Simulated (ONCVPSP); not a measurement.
Transferability test, ONCV potential for As (Z = 33)

As, optimised norm-conserving Vanderbilt (ONCV), made with ONCVPSP 4.0.1 (PBEsol, scalar-relativistic). Core [Ne], reference 3s2 3p6 3d10 4s2 4p1 (charge +2). Waves: 3s+4s: rc 0.95 bohr, ncon 4, nbas 7, qcut 15.3 1/bohr, 2 projectors; 3p+4p: rc 1.05 bohr, ncon 3, nbas 7, qcut 13.5 1/bohr, 2 projectors; 3d: rc 0.70 bohr, ncon 5, nbas 10, qcut 21.5 1/bohr, 1 projector. Local part: polynomial inside 0.50 bohr (lpopt 5, dvloc0 0 Ha). Core correction: Teter function, fcfact 4.25, rcfact 1.55.

Energies are relative to the spin-unpolarised reference configuration 3s2 3p6 3d10 4s2 4p1; without spin polarisation the order of configurations can differ from experiment.

(1) Give the all-electron excitation energy and the error of the potential for: 3s2 3p6 3d10 4s2 4p3; 3s2 3p6 3d10 4s2 4p2; 3s2 3p6 3d10 4s2 4p0; 3s2 3p5 3d10 4s2 4p3.

Levels in the configuration 3s2 3p6 3d10 4s2 4p3:

| level | all-electron (eV) | pseudo (eV) |
| --- | --- | --- |
| 3s | -189.906 | -189.909 |
| 3p | -133.467 | -133.472 |
| 3d | -40.643 | -40.641 |
| 4s | -14.503 | -14.503 |
| 4p | -5.197 | -5.196 |

Results:

(1)

```csv
valence configuration,charge,ΔE all-electron (eV),error AE − PS (meV)
3s2 3p6 3d10 4s2 4p3,0,-27.100,+2.9
3s2 3p6 3d10 4s2 4p2,+1,-17.942,+1.9
3s2 3p6 3d10 4s2 4p0,+3,27.724,-2.8
3s2 3p5 3d10 4s2 4p3,+1,117.101,-21
```
